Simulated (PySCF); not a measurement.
# Electronic structure of Al⁺ (aluminium, charge +1) at the UHF level

Configuration: [Ne] 3s2, closed-shell 1S. Calculation: PySCF 2.14, in aug-cc-pV(D+d)Z; no relativity, point nucleus.

```json
{
  "Total energy": "-241.668532 hartree",
  "One-electron energy": "-332.7894 hartree",
  "Hartree (Coulomb) energy": "109.0079 hartree",
  "Exchange energy": "-17.8870 hartree",
  "Kinetic energy": "241.57627 hartree",
  "⟨S²⟩": "0.0000",
  "⟨L²⟩": "0.000",
  "Sum of ⟨r⟩": "9.955 bohr",
  "Sum of ⟨r²⟩": "17.36 bohr²",
  "Density at the nucleus (Gaussians lack the cusp)": "1360 bohr⁻³",
  "Langevin diamagnetic susceptibility": "-13.7 ×10⁻⁶ cm³/mol",
  "Time after the integrals": "0.06 s of wall time on 1 thread of Neoverse-V1 (shared host)"
}
```

| shell | electrons | mean orbital energy (hartree) | rms radius, mean of both spins (bohr) |
| --- | --- | --- | --- |
| 1s | 2 | -58.82023 | 0.139 |
| 2s | 2 | -5.22084 | 0.677 |
| 2p | 6 | -3.52676 | 0.674 |
| 3s | 2 | -0.65248 | 2.61 |
